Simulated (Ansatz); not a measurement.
`[CH3][Ge]([F])([F])[C]#N` + H₂O → `N#CO` + `[CH3][GeH]([F])[F]` at 400 K and 1 bar (formal hydrolysis of a C–Ge bond).

Calculated with Ansatz (gas phase, PBE0-D4/def2-TZVP geometries, no zero-point term in ΔE). CBS: MP2 limit from def2 TZ/QZ plus the TZ coupled-cluster correction, frozen cores. This one scheme is used for every species. For Ge outer-core shells are correlated without core-valence functions, which leaves a few kJ/mol of doubt a bond. Scalar relativity is left out up to krypton. One conformer a species, not always the lowest.

| species | CCSD(T)/CBS energy (Eh) | H − E (kJ/mol) | S (J/(mol·K)) |
| --- | --- | --- | --- |
| `[CH3][Ge]([F])([F])[C]#N` | -2408.38760 | 167.1 | 408.7 |
| H₂O | -76.37941 | 69.8 | 198.6 |
| `N#CO` | -168.48100 | 73.4 | 255.2 |
| `[CH3][GeH]([F])[F]` | -2316.24489 | 157.3 | 353.1 |

H − E and S are ideal-gas, rigid-rotor, harmonic terms from PBE0-D4/def2-TZVP, for one conformer and one mirror image of each species. 1 Eh = 2625.50 kJ/mol, R = 8.31446 J/(mol·K).

Question: By hand: ΔE, ΔH, ΔS and ΔG.

Answer: ΔE = (-168.48100) + (-2316.24489) − (-2408.38760) − (-76.37941) = 0.04112 Eh = 108.0 kJ/mol. Δ(H − E) = 73.4 + 157.3 − 167.1 − 69.8 = -6.2, so ΔH = 101.8 kJ/mol. ΔS = 255.2 + 353.1 − 408.7 − 198.6 = 1.0 J/(mol·K). ΔG = 101.8 − 400 × (1.0)/1000 = 101.4 kJ/mol.

Question: By hand: the equilibrium constant, and the temperature at which ΔG would vanish if ΔH and ΔS stayed fixed.

Answer: log₁₀ K = −ΔG/(RT ln 10) = -13.2. ΔG = 0 at ΔH/ΔS = 101800 K, far beyond where these terms or the molecules hold.

The number of gas molecules stays the same, so ΔS is small and ΔH decides. A doubt of 5 kJ/mol in ΔE shifts log₁₀ K by 0.7 here. Other conformers and mirror images would add mixing entropy, several J/(mol·K) or more a flexible species. These are equilibria of isolated gas molecules and say nothing of rates. Largest T1 diagnostic: 0.014 (customary marks: 0.02 for closed shells, 0.045 for open ones).
